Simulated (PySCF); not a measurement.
A GIAO shielding run with PySCF (density fitting, non-relativistic, gas phase) on `CN[C@@H]1[SiH2][C@@]1(F)C(F)F`, C₄H₈F₃NSi:

```
$ OMP_NUM_THREADS=1 python probes_run.py task.json out

{"job": {"kind": "nmr", "xc": "PBE0", "basis": "pcSseg-1"}, "charge": 0, "multiplicity": 1}
C     -2.252760     0.108556    -0.551281
N     -1.487555    -0.359278     0.590714
C     -0.124695    -0.674894     0.276691
Si     1.133634    -0.545501     1.695327
C      0.812387     0.547105     0.170363
F      0.205441     1.774401     0.321155
C      1.742256     0.611446    -1.013153
F      2.931403     1.181315    -0.676738
F      2.056646    -0.630463    -1.454975
H     -1.820641     1.043391    -0.903921
H     -3.275710     0.298955    -0.233087
H     -2.264129    -0.609212    -1.385591
H     -1.941030    -1.167884     1.003965
H      0.019424    -1.391499    -0.540779
H      0.604800     0.005474     2.921483
H      2.323943    -1.367309     1.627249
H      1.329586     1.187426    -1.857331
```

Hardware: 1 thread of an Arm Neoverse N1, shared host. The job also computes population analyses, field gradients, ring-centre shieldings.

(1) How large is the calculation?

(2) How long does it take, and how much memory does it need?

Results:

(1) 80 electrons, 200 basis functions and 1056 auxiliary functions.

(2) 79 s of wall time, with 14 SCF cycles and 5 response iterations; peak memory 0.88 GiB. Times on a shared host scatter by some tens of per cent.
